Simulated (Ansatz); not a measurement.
ClFGe, SMILES `[F][Ge][Cl]` (excited triplet) (charge 0, multiplicity 3). This triplet is an excited state, 3.00 eV above the relaxed singlet at the level frozen-core CCSD(T)/cc-pVTZ // B3LYP-D3(BJ)/def2-TZVP (Ansatz, a program for electronic structure).

Level of theory: Ansatz with frozen-core CCSDT(Q)/cc-pVDZ // B3LYP-D3(BJ)/def2-TZVP.

Ansatz 0.2 input:
```yaml
crystal:
  periodic: [false, false, false]
  atoms:
    - { symbol: F, position_ang: [-1.584117, -0.399185, 0.000006] }
    - { symbol: Ge, position_ang: [-0.191131, 0.674665, -0.000001] }
    - { symbol: Cl, position_ang: [1.775247, -0.27548, -0.000006] }
basis:
  gaussian: { orbitals: cc-pVDZ }
correlation:
  method: ccsdt_q
magnetization:
  spin_polarized: true
  initial_magnetization: 2
```

Output:

```
Functional definition: HF
1128 factors; integrals over basis functions are off by at most 1.1e-7 eV
mean field evaluation 1: about -71680.2037 eV, gradient 1.9e1 eV
mean field evaluation 2: about -71680.2368 eV, gradient 1.9e1 eV
mean field evaluation 4: about -71682.1072 eV, gradient 2.2e0 eV
mean field evaluation 8: about -71682.2212 eV, gradient 2.8e-1 eV
mean field evaluation 16: about -71682.2241 eV, gradient 2.1e-6 eV
mean field evaluation 32: about -71679.2047 eV, gradient 6.0e0 eV
mean field evaluation 64: about -71679.2908 eV, gradient 1.3e-2 eV
mean field -71682.22406417 eV, -2634.2731464016 hartree, gradient 2.1e-6 eV, S^2 2.010745; 2 other end points of the search recorded, 0 dependent functions left out
determinant -71682.22406417 eV, -2634.2731464016 hartree, with singles and doubles -71693.42002204 eV, -2634.6845902645 hartree
determinant -71679.50083666 eV, -2634.1730696365 hartree, with singles and doubles -71690.62144254 eV, -2634.5817443648 hartree
determinant -71679.29080725 eV, -2634.1653511980 hartree, with singles and doubles -71690.50901367 eV, -2634.5776126801 hartree
15 core orbitals not correlated
reference -71682.22406417 eV, -2634.2731464016 hartree; 15, 13 occupied and 29, 31 virtual orbitals, 1128 factors
second order -10.67879090 eV of doubles, -0.00000000 eV of singles
cycle   1  -10.84739857 eV  change   -1.7e-1 eV  update   1.0e-1
cycle   2  -11.21368020 eV  change   -3.7e-1 eV  update   5.5e-2
cycle   3  -11.48750958 eV  change   -2.7e-1 eV  update   2.9e-2
cycle   4  -11.49680622 eV  change   -9.3e-3 eV  update   1.2e-2
cycle   5  -11.47482598 eV  change    2.2e-2 eV  update   7.0e-3
cycle   6  -11.47899955 eV  change   -4.2e-3 eV  update   3.6e-3
cycle   7  -11.48353268 eV  change   -4.5e-3 eV  update   2.1e-3
cycle   8  -11.48390832 eV  change   -3.8e-4 eV  update   1.2e-3
cycle   9  -11.48346754 eV  change    4.4e-4 eV  update   6.5e-4
cycle  10  -11.48399568 eV  change   -5.3e-4 eV  update   3.7e-4
cycle  11  -11.48334400 eV  change    6.5e-4 eV  update   2.1e-4
cycle  12  -11.48336708 eV  change   -2.3e-5 eV  update   1.3e-4
cycle  13  -11.48349049 eV  change   -1.2e-4 eV  update   6.8e-5
cycle  14  -11.48344357 eV  change    4.7e-5 eV  update   3.9e-5
cycle  15  -11.48343547 eV  change    8.1e-6 eV  update   2.5e-5
cycle  16  -11.48345508 eV  change   -2.0e-5 eV  update   1.7e-5
cycle  17  -11.48345431 eV  change    7.7e-7 eV  update   8.8e-6
cycle  18  -11.48345089 eV  change    3.4e-6 eV  update   5.3e-6
cycle  19  -11.48345227 eV  change   -1.4e-6 eV  update   2.7e-6
perturbative correction -0.03056525 eV, -0.0011232520 hartree
Total energy: -71693.73808169 eV, -2634.6962787410 hartree
```
